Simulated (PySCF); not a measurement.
Selenium: a sound run and one with changed settings

Sound run: Se [Ar] 3d10 4s2 4p4, Se⁺ [Ar] 3d10 4s2 4p3. Calculation: PySCF 2.14, in cc-pVTZ-PP with ECP10MDF; a scalar-relativistic core potential. In the sound run the correlated levels freeze 3s2 3p6 3d10 outside the core potential. The sound run starts from symmetry-adapted Hartree-Fock orbitals and uses a fine grid where one is needed.

Changed run: all electrons correlated in a basis built for the valence shell.

```csv
species,method,sound run (hartree),changed run (hartree),converged
Se,MP2,-371.96232,-372.06018,yes
Se⁺,MP2,-371.62358,-371.71937,yes
```

Ionisation energy of Se:

```csv
method,sound run (eV),changed run (eV)
UHF,8.549,8.549
MP2,9.218,9.274
SCS-MP2,9.283,9.320
```

A valence basis has no tight correlating functions, so it recovers only part of the core correlation, and not evenly between atom and ion.

For comparison, NIST gives 9.752 eV between the lowest levels.
